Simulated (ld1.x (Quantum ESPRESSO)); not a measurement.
**gallium (Ga): one change to an RRKJ potential, before and after**

ld1.x (Quantum ESPRESSO) 7.5 input, shortened:

```
&input
   title='Ga', zed=31., rel=1, dft='PBESOL', iswitch=3,
   config='[Ar] 3d10 4s2 4p0'
 /
 &inputp
   pseudotype=2, tm=.false., rho0=0.01, lloc=0,
   nlcc=.true., rcore=1.70
 /
2
4P  2  1   0.00   0.00  2.25  2.25  0.0
4S  1  0   2.00   0.00  1.90  1.90  0.0
 &test
   configts(1)='4s2 4p0'
 /
```

All-electron outer shells of the reference configuration (PBEsol, scalar-relativistic, ld1.x):

```tsv
shell	level (eV)	outermost node (bohr)	outermost maximum (bohr)
4s	-16.36	0.81	1.85
4p	-9.05	0.87	2.32
```

Change: all radii but the core radius scaled by about 1.11 (s 2.10, p 2.50 bohr).

Cutoffs: the cutoffs (Ry, on a coarse ladder) from which the occupation-weighted sum of valence levels, in a spherical-Bessel basis at the reference potential, stays within 10 and 1 mRy of its value at 400 Ry; they do not see the model core or the augmentation charge, which bear on the density cutoff. Errors are all-electron minus pseudo energies relative to the spin-unpolarised reference configuration.

Q: How do hardness, ghosts and transferability respond?

A: The potential gets softer (15 Ry and 35 Ry → 12 Ry and 35 Ry); of the 7 tests that both files solve, the error grows in 2 and shrinks in 0 by more than 15 % and 0.3 meV (median size 12.4 → 13.3 meV); neither file shows a bound ghost. A larger radius leaves more room for a smooth pseudo-wave, so fewer plane waves are needed.

| quantity | base | changed |
| --- | --- | --- |
| cutoff, loose | 15 Ry | 12 Ry |
| cutoff, tight | 35 Ry | 35 Ry |
| bound ghosts | none | none |
| error for 4s2 4p1, meV [ΔE -5.68 eV] | -10 | -9.5 |
| error for 4s1 4p0, meV [ΔE 21.14 eV] | -116 | -118 |
| error for 4s2 4p0.5, meV [ΔE -3.65 eV] | -3.7 | -3.5 |
| error for 4s1 4p1, meV [ΔE 7.40 eV] | -24 | -26 |
| error for 4s1 4p2, meV [ΔE 0.87 eV] | -11 | -13 |
| error for 4s0 4p3, meV [ΔE 7.71 eV] | -57 | -67 |
| error for 4s2 4p1.3, meV [ΔE -6.21 eV] | -12 | -12 |
